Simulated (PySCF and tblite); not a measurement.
Values are calculated unless marked as measured or tabulated.
C₅H₆O₄, numbered as in [O:1]=[C:2]1[CH2:3][CH2:4][O:5][C:6](=[O:7])[CH2:8][O:9]1.

Level: PBE0-D3(BJ)/pcSseg-1//GFN2-xTB, thermal terms from GFN2-xTB, symmetry numbers and mirror pairs counted. Conformers within 2.5 kcal/mol (GFN2-xTB free energy) were kept, 4 at most. GIAO shieldings: PBE0/pcSseg-1. Shifts are against TMS (¹H), TMS (¹³C) at the same level. Programs: PySCF with density fitting and tblite.

The 7-ring runs over atoms 2–3–4–5–6–8–9. Of a mirror pair one member is shown.

```
conformer                                                           shape   symmetry  E(GFN2) kcal/mol  E(DFT) kcal/mol
        1  7-ring puckered (ring torsions 84, -37, 7, -38, 67, -16, -62°)  C1 (pair)              0.00             0.00
        2  7-ring puckered (ring torsions 76, -65, -9, 68, -48, 11, -27°)  C1 (pair)              0.16             0.25
```

Question: How much do the weights at 298.15 K and the averaged shift of C2 depend on how the conformers are weighted?

Answer: 
| weighting | 1 (%) | 2 (%) | δ (ppm) | rms dipole (D) |
| --- | --- | --- | --- | --- |
| DFT energy with thermal terms, symmetry and mirror images (full scheme) | 62 | 38 | 173.0 | 3.27 |
| DFT energy with symmetry and mirror images | 60 | 40 | 172.9 | 3.29 |
| bare DFT energy | 60 | 40 | 172.9 | 3.29 |
| GFN2-xTB energy with symmetry and mirror images | 57 | 43 | 172.7 | 3.33 |
| GFN2-xTB free energy | 58 | 42 | 172.8 | 3.31 |
| leading conformer alone | 100 | 0 | 174.7 | 2.81 |
| equal weights | 50 | 50 | 172.4 | 3.40 |
| full scheme, search stopped after three starts | 100 | 0 | 174.7 | 2.81 |

The largest departure from the full scheme, 1.8 ppm, comes with: leading conformer alone.


Conformer gaps in pcSseg-1 on xTB geometries can be 2 kcal/mol off for S=O, P=O and other polar bonds.